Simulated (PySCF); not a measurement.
C₃H₃BN₂O₂.

```xyz
11

B     -0.5667    -0.4060    -0.0992
C     -1.8390    -1.3062    -0.2677
H     -1.5853    -2.3355    -0.5596
H     -2.5653    -0.8861    -0.9773
H     -2.3444    -1.3715     0.7132
N     -0.6082     0.9935    -0.3572
C     -0.7306     2.1567    -0.6045
O     -0.8407     3.2937    -0.8429
N      0.6663    -0.9533     0.3572
C      1.6613    -1.4959     0.7374
O      2.6372    -2.0169     1.1089
```

Coordinates come from a PBE0-D3(BJ)/def2-SVP optimisation. The values are those of a single conformer.

Method: PBE0/pcSseg-1 in PySCF. Non-relativistic, no solvent.

**Question.** Give the absolute GIAO shielding of each atom: isotropic value and principal components (ppm). (An estimate is asked for; the answer gives what the named calculation found.)

**Answer.** 
```csv
atom,σ(iso),σ11,σ22,σ33,span
B1,73.2,23.4,90.5,105.8,82.4
C2,174.7,159.3,172.2,192.7,33.4
H3,30.5,26.3,29.3,35.8,9.5
H4,30.5,26.3,29.4,35.8,9.5
H5,30.6,27.6,27.9,36.4,8.8
N6,183.4,95.1,156.8,298.3,203.2
C7,57.9,-40.1,-39.4,253.2,293.4
O8,167.0,75.8,133.7,291.5,215.7
N9,184.0,95.4,157.6,299.0,203.7
C10,57.9,-40.3,-39.3,253.4,293.7
O11,167.4,76.4,133.4,292.2,215.8
```
